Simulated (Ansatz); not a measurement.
CH4N2, SMILES `N[C]N` (lower singlet) (charge 0, multiplicity 1). This singlet lies 2.40 eV below the relaxed triplet at the level frozen-core CCSD(T)/cc-pVTZ // PBE0-D3(BJ)/def2-TZVP (Ansatz, a first-principles code).

The numbers are results of frozen-core CCSDT(Q)/6-31g // PBE0-D3(BJ)/def2-TZVP (Ansatz), not measurements.

Ansatz 0.2 input:
```yaml
crystal:
  periodic: [false, false, false]
  atoms:
    - { symbol: N, position_ang: [1.102707, 0.114063, 0.311422] }
    - { symbol: C, position_ang: [0.129061, -0.46312, -0.387063] }
    - { symbol: N, position_ang: [-1.084995, -0.177552, 0.075034] }
    - { symbol: H, position_ang: [0.958212, 0.716098, 1.120661] }
    - { symbol: H, position_ang: [2.054561, -0.041577, 0.039295] }
    - { symbol: H, position_ang: [-1.884948, -0.566791, -0.386349] }
    - { symbol: H, position_ang: [-1.274592, 0.418883, 0.87909] }
basis:
  gaussian: { orbitals: "6-31g" }
correlation:
  method: ccsdt_q
```

Output:

```
Functional definition: HF
863 factors; integrals over basis functions are off by at most 7.8e-8 eV
mean field evaluation 1: about -4052.3438 eV, gradient 2.6e1 eV
mean field evaluation 2: about -4052.3469 eV, gradient 2.6e1 eV
mean field evaluation 4: about -4054.1220 eV, gradient 2.6e0 eV
mean field evaluation 8: about -4054.1507 eV, gradient 3.9e-2 eV
mean field evaluation 16: about -4054.1473 eV, gradient 5.8e-1 eV
mean field -4054.15069447 eV, -148.9872900199 hartree, gradient 2.6e-6 eV, S^2 0.000000; 0 other end points of the search recorded, 0 dependent functions left out
3 core orbitals not correlated
reference -4054.15069447 eV, -148.9872900199 hartree; 9, 9 occupied and 23, 23 virtual orbitals, 863 factors
second order -7.85704439 eV of doubles, -0.00000000 eV of singles
cycle   1  -8.18175932 eV  change   -3.2e-1 eV  update   9.0e-2
cycle   2  -8.60710625 eV  change   -4.3e-1 eV  update   3.7e-2
cycle   3  -8.81752609 eV  change   -2.1e-1 eV  update   2.2e-2
cycle   4  -8.79725275 eV  change    2.0e-2 eV  update   6.3e-3
cycle   5  -8.79349708 eV  change    3.8e-3 eV  update   3.2e-3
cycle   6  -8.79585140 eV  change   -2.4e-3 eV  update   1.2e-3
cycle   7  -8.79609244 eV  change   -2.4e-4 eV  update   6.7e-4
cycle   8  -8.79541647 eV  change    6.8e-4 eV  update   2.1e-4
cycle   9  -8.79560189 eV  change   -1.9e-4 eV  update   9.1e-5
cycle  10  -8.79561382 eV  change   -1.2e-5 eV  update   3.1e-5
cycle  11  -8.79561275 eV  change    1.1e-6 eV  update   1.4e-5
cycle  12  -8.79562929 eV  change   -1.7e-5 eV  update   6.4e-6
cycle  13  -8.79562920 eV  change    8.7e-8 eV  update   2.6e-6
cycle  14  -8.79563162 eV  change   -2.4e-6 eV  update   1.1e-6
cycle  15  -8.79563253 eV  change   -9.1e-7 eV  update   4.1e-7
perturbative correction -0.02308300 eV, -0.0008482846 hartree
Total energy: -4062.96941000 eV, -149.3113718380 hartree
```
